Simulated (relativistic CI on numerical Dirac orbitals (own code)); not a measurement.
Slater and spin-orbit integrals, Nb XVIII

Calculated at this level of theory: Dirac-Coulomb-Breit CI, KLI orbitals optimised for each configuration, a model potential for QED, unscaled Slater integrals (own radial code, finite nucleus).

Slater integrals F^k, G^k are unscaled and averaged over j, outside the closed core [Ne]; ζ comes from projecting the Hamiltonian with its Breit term on Σ l·s of the shell.

- 3s2 3p6 3d6: F^2(3d,3d) = 257670, F^4(3d,3d) = 165030, ζ(3d) = 10537 cm⁻¹; <r>(3d) = 0.3888, <r^2>(3d) = 0.1779 (bohr units).
- 3s2 3p5 3d7: ζ(3p) = 93365, F^2(3d,3d) = 256930, F^4(3d,3d) = 164530, F^2(3p,3d) = 236020, G^1(3p,3d) = 268400, G^3(3p,3d) = 173690, ζ(3d) = 10348 cm⁻¹; <r>(3p) = 0.4191, <r^2>(3p) = 0.2031, <r>(3d) = 0.3898, <r^2>(3d) = 0.1788 (bohr units).
- 3s2 3p4 3d8: F^2(3p,3p) = 237630, ζ(3p) = 93326, F^2(3d,3d) = 256170, F^4(3d,3d) = 164020, F^2(3p,3d) = 235620, G^1(3p,3d) = 268260, G^3(3p,3d) = 173490, ζ(3d) = 10163 cm⁻¹; <r>(3p) = 0.4197, <r^2>(3p) = 0.2036, <r>(3d) = 0.3908, <r^2>(3d) = 0.1798 (bohr units).

Question: Give the Racah parameters of the d shell in 3s2 3p6 3d6.

Answer: B = F²/49 − 5F⁴/441 = 3387 cm⁻¹ and C = 35F⁴/441 = 13098 cm⁻¹.

Averages of the first 10 configurations, taken without configuration mixing, which lowers the lowest level and can move excited configurations by several eV; other configurations of the list can lie among them:

```json
{"Configuration": "3s2 3p6 3d6", "Parity": "even", "States": "210", "Average energy above the lowest level (eV)": "15.2"}
{"Configuration": "3s2 3p5 3d7", "Parity": "odd", "States": "720", "Average energy above the lowest level (eV)": "169.2"}
{"Configuration": "3s2 3p4 3d8", "Parity": "even", "States": "675", "Average energy above the lowest level (eV)": "326.5"}
{"Configuration": "3s 3p6 3d7", "Parity": "even", "States": "240", "Average energy above the lowest level (eV)": "271.3"}
{"Configuration": "3p6 3d8", "Parity": "even", "States": "45", "Average energy above the lowest level (eV)": "531.9"}
{"Configuration": "3s2 3p6 3d5 4s", "Parity": "even", "States": "504", "Average energy above the lowest level (eV)": "289.5"}
{"Configuration": "3s 3p5 3d8", "Parity": "odd", "States": "540", "Average energy above the lowest level (eV)": "424.0"}
{"Configuration": "3s2 3p6 3d5 4p", "Parity": "odd", "States": "1512", "Average energy above the lowest level (eV)": "323.4"}
{"Configuration": "3s2 3p6 3d5 4d", "Parity": "even", "States": "2520", "Average energy above the lowest level (eV)": "374.6"}
{"Configuration": "3s2 3p6 3d5 4f", "Parity": "odd", "States": "3528", "Average energy above the lowest level (eV)": "422.5"}
```
